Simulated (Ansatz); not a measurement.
System: SnF2, net charge 1, doublet state. 
Structure (B3LYP-D3(BJ)/def2-TZVP (Ansatz, a program for electronic structure) minimum search):
```
Sn
F 1 1.8935
F 1 1.8935 2 117.82
```
Charge +1, spin multiplicity 2.

Question: Give the harmonic wavenumbers at B3LYP-D3(BJ)/def2-TZVP (Ansatz, finite differences of forces, unscaled).

Answer: 129, 601, 626 cm⁻¹. Zero-point energy 1.9 kcal/mol.

Question: From these and the geometry, give the ideal-gas thermochemistry at 298.15 K and 1 atm (rigid rotor, harmonic oscillator).

Answer: Point group C2v, rotational symmetry number 2. Rotational constants 18.36, 5.059, 3.966 GHz. S(trans) 41.06, S(rot) 22.90, S(vib) 3.82, S(elec, spin only) 1.38, S 69.2 cal/(mol K). H(298) - H(0) 2.99 kcal/mol; G - E(el) -15.7 kcal/mol.
